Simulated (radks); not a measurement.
Values are calculated unless marked as measured or tabulated.
Polarisability of neutral indium, [Kr] 4d10 5s2 5p1, at imaginary frequency. Level of theory: scalar-relativistic Kohn-Sham, exchange-only LDA, spin-polarised, spherical densities, finite nucleus; open shells are filled with parallel spins first (spin-orbit coupling, left out, can overturn this in heavy ions); Fermi nuclear charge, rms radius 4.6156 fm (a radial shooting solver on a logarithmic mesh with Libxc functionals). Response by self-consistent Sternheimer equations with the Hartree and adiabatic exchange-only LDA kernel, the relativistic mass of each level held fixed and spin-orbit coupling left out.

w (hartree)  alpha1(iw) (bohr^3)
0.00266                    94.08
0.0143                     92.49
0.0360                     85.01
0.0697                     69.81
0.118                      51.97
0.186                      36.31
0.280                      24.20
0.413                      15.56
0.605                      9.814
0.892                      6.126
1.35                       3.729
2.12                       2.106
3.59                       1.003
6.94                      0.3524
17.5                     0.07627

Static values: alpha1 = 94.14 bohr^3 (13.95 angstrom^3; uncoupled 128.9). C6 = 964.3, triple-dipole C9 = 60770 atomic units. One-pole (London) frequency 4 C6 / (3 alpha1^2) = 0.145 hartree, against 0.082 for minus the highest occupied eigenvalue. Recommended static value: 65 bohr^3 (Schwerdtfeger and Nagle, 2023 table).
